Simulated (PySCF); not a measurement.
# Reading the logs of faulty runs: BGeH4O cation

These are calculations, not measurements. The program is PySCF 2.14.0, an open-source quantum chemistry code, run on an isolated molecule that a program drew, which may never have been made. The molecule is BGeH4O cation (charge +1, singlet), drawn as the SMILES string `O[BH][GeH2+]`.

Each row is a Hartree-Fock (HF) and frozen-core CCSD(T) single point in the cc-pVDZ basis, meant for a local HF minimum. Run 1 is clean. Each other run has one planted mistake out of seven kinds, and not every kind appears here: one electron removed, one electron added, multiplicity raised by two, geometry at a saddle point, minimal basis STO-3G, one bond length entered in bohr, all coordinates scaled. The reference is restricted for singlets and unrestricted otherwise, and also for a bond in bohr. Adding or removing an electron swaps singlet and doublet. Electrons count all cores. HOMO and LUMO are orbital energies over both spins, the gradient is its largest component, and the lowest frequency (negative if imaginary) is given only where the gradient is small. Bond lengths are over the 6 bonds as drawn. T1 is the CCSD diagnostic: over 0.02 (restricted) or 0.045 (unrestricted) a single reference is doubtful. Germanium has the cc-pVDZ-PP basis, with a core potential (ECP10MDF) in place of its 10 inner electrons, and its 3s, 3p and 3d shells are frozen in CCSD(T).

Geometry of the clean run:
```xyz
7
BGeH4O cation, angstrom
O     0.1373   -0.9949    2.2654
B    -0.5092   -0.3532    1.3158
Ge   -1.7417    1.1858    2.1259
H     0.7159   -1.7034    1.9991
H    -0.4835   -0.5245    0.1405
H    -1.2746    2.6139    2.3560
H    -3.1856    0.9802    2.5539
```

| run | electrons | basis functions | <S^2> | HOMO (eV) | LUMO (eV) | gradient (hartree/bohr) | lowest frequency (cm^-1) | mean bond (Å) | longest bond (Å) | T1 | HF (hartree) | CCSD(T) (hartree) | mistake |
|---|---|---|---|---|---|---|---|---|---|---|---|---|---|
| 1 | 48 | 71 | 0.000 | -16.91 | -5.61 | 2.6e-05 | 108 | 1.4380 | 2.132 | 0.0159 | -395.01683 | -395.40148 | no fault |
| 2 | 48 | 71 | 0.721 | -14.72 | -5.68 | 2.2e-02 | - | 1.6142 | 2.245 | 0.0631 | -394.89417 | -395.27982 | one bond length entered in bohr |
| 3 | 48 | 71 | 0.000 | -16.88 | -6.00 | 5.2e-05 | -104 | 1.4408 | 2.151 | 0.0165 | -395.01490 | -395.40017 | geometry at a saddle point |
| 4 | 48 | 71 | 2.012 | -13.61 | -8.34 | 6.4e-02 | - | 1.4380 | 2.132 | 0.0236 | -394.89888 | -395.28201 | multiplicity raised by two |
| 5 | 49 | 71 | 0.768 | -6.96 | 2.20 | 3.0e-02 | - | 1.4380 | 2.132 | 0.0155 | -395.24697 | -395.64704 | ? |
| 6 | 48 | 71 | 0.000 | -16.49 | -5.60 | 8.3e-02 | - | 1.5775 | 2.338 | 0.0202 | -394.96977 | -395.36896 | ? |

**Which mistake was planted in run 5, and what did it cost?**

It counts 49 electrons, one more than the clean run, at the same geometry and basis. So the mistake is: one electron added. Subtracting run 1 and multiplying by 627.51 kcal/mol a hartree, the energy moved by -144.4 kcal/mol in HF and -154.1 kcal/mol in CCSD(T).

**Which mistake was planted in run 6, and what did it cost?**

The mean and the longest bond both change by the same factor, 1.097, and the gradient is no longer small. So the mistake is: all coordinates scaled. Subtracting run 1 and multiplying by 627.51 kcal/mol a hartree, the energy moved by 29.5 kcal/mol in HF and 20.4 kcal/mol in CCSD(T).

Cautions from the logs. Run 2: T1 is over the limit, so its CCSD(T) energy is less reliable; run 6: T1 is over the limit, so its CCSD(T) energy is less reliable.
